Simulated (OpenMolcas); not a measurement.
Ir3+ with 6 ligands (chloride) in octahedral coordination (Oh). A charge of +0.5 e stands 3.2 Å behind each ligand. Ligand basis ANO-RCC-VDZP.

| Item | Value |
| --- | --- |
| Program | OpenMolcas |
| Method | CASSCF |
| Basis | ANO-RCC-VDZP [7s6p4d2f] |
| Scalar Hamiltonian | DKH2, point nucleus |
| Active space | 6 electrons in 5 orbitals (5d) |
| State averaging | 2S+1 = 5 even, 5 roots; 2S+1 = 3 even, 45 roots; 2S+1 = 1 even, 50 roots |
| Spin-orbit coupling | RASSI with atomic mean-field integrals over the reference wave functions |

All ligands move together. At R = 2.41 Å the first state of the same spin is 17031 cm-1, and at R = 2.44 Å it is 15828 cm-1.

**Question.** A third run gives 12329 cm-1. What distance was it run at?

**Answer.** With a power law R^-n the two known points give n = -ln(15828 / 17031) / ln(2.44 / 2.41) = 5.92. Then R = 2.41 × (17031 / 12329)^(1/5.92) = 2.545 Å. The run was at 2.54 Å, so the estimate is off by +0.005 Å.

Without dynamic correlation the repulsion within the d shell is too large (B by tens of per cent), so at a given field states of lower spin stand too high. With metal d orbitals alone the field can be off either way by tens of per cent. Ligand-to-metal charge-transfer states are missing. With no ligand orbital active B as a rule stays too high, so bands that hang on it stand too high and its fall with covalency is understated. The least metal-like active orbital is 69 % on the metal (Löwdin) and no ligand orbital is active, so the numbers are rough, and ground spin, moment and any spin crossover can be artefacts of this space; highly charged d ions in such sites are as a rule low spin (holds for R = 2.41). This shell can be high or low spin here, a state of another spin lies low, and with metal d orbitals alone active their balance is uncertain, so the ground spin may be wrong, although the usual error favours high spin (holds for R = 2.44; R = 2.54). The least metal-like active orbital is 70 % on the metal (Löwdin) and no ligand orbital is active, so the numbers are rough, and ground spin, moment and any spin crossover can be artefacts of this space; highly charged d ions in such sites are as a rule low spin (holds for R = 2.44). Spin-orbit coupling mixes the spin-free states strongly: the lowest level takes only 55 % from its leading state, 1A1 (holds for R = 2.54). The least metal-like active orbital is 72 % on the metal (Löwdin) and no ligand orbital is active, so the numbers are rough (holds for R = 2.54). No measured value stands beside these numbers; the geometry is a model, was not optimised and need not be the one that this ion takes.
